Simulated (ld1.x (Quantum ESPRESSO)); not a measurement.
# What one change does to a pseudopotential (fluorine (F), PAW)

ld1.x (Quantum ESPRESSO) 7.5 input, shortened:

```
&input
   title='F', zed=9., rel=1, dft='PBE', iswitch=3,
   config='[He] 2s2 2p5 3d-2'
 /
 &inputp
   pseudotype=3, lpaw=.true., tm=.true., lloc=-1, rcloc=0.90,
   nlcc=.true.,
   which_augfun='PSQ', rmatch_augfun_nc=.true.
 /
6
2S  1  0   2.00   0.00  0.55  0.60  0.0
2S  1  0   0.00  -1.75  0.55  0.60  0.0
2P  2  1   5.00   0.00  0.85  1.05  0.0
2P  2  1   0.00  -0.35  0.85  1.05  0.0
3D  3  2  -2.00   0.50  0.90  1.05  0.0
3D  3  2  -2.00   1.05  0.90  1.05  0.0
 &test
   configts(1)='2s2 2p5'
 /
```

Change: waves 2s (bound): rcut 0.55, rcutus 0.84 bohr; 2s channel at -1.75 Ry: rcut 0.55, rcutus 0.84 bohr.

Cutoffs: the cutoffs (Ry, on a coarse ladder) from which the occupation-weighted sum of valence levels, in a spherical-Bessel basis at the reference potential, stays within 10 and 1 mRy of its value at 400 Ry; they do not see the model core or the augmentation charge, which bear on the density cutoff. Errors are all-electron minus pseudo energies relative to the spin-unpolarised reference configuration.

Predict the effect on cutoff, ghosts and configuration errors.

The potential gets softer (110 Ry and 180 Ry → 70 Ry and 110 Ry); the bound ghost in s disappears; the number of tests with a reliable result goes from 7 to 3 (the test run of the changed file stopped, so its transferability is not established); of the 3 tests that both files solve, the error grows in 0 and shrinks in 3 by more than 15 % and 0.3 meV (median size 9.6 → 7.7 meV). A larger radius leaves more room for a smooth pseudo-wave, so fewer plane waves are needed. That the errors move this way runs against the usual rule that smaller radii transfer better.

```tsv
quantity	base	changed
cutoff, loose	110 Ry	70 Ry
cutoff, tight	180 Ry	110 Ry
loose cutoff by channel (10 mRy a level)	s 100 Ry, p 55 Ry	s 21 Ry, p 55 Ry
bound ghosts	s	none
tests with a reliable result	7 of 7	3 of 7 (the test run stopped)
error for 2s2 2p4, meV [ΔE 19.39 eV]	-1.6	-1.3
error for 2s2 2p3, meV [ΔE 57.78 eV]	-9.6	-7.7
error for 2s2 2p2, meV [ΔE 118.41 eV]	-29	-23
s: phases at 1.14 bohr within 0.05 rad from the reference energy up to (Ry; the scan ends near 5)	to the end of the scan	to the end of the scan
p: phases at 1.14 bohr within 0.05 rad from the reference energy up to (Ry; the scan ends near 5)	to the end of the scan	to the end of the scan
d: phases at 1.14 bohr within 0.05 rad from the reference energy up to (Ry; the scan ends near 5)	to the end of the scan	to the end of the scan
lowest overlap eigenvalue by channel	s 0.73, p 0.96, d 0.85	s 0.55, p 0.96, d 0.85
```

 A true bound ghost makes a file unfit for plane-wave use even where its test errors are small: the radial tests pick states by their node count and pass the ghost by.
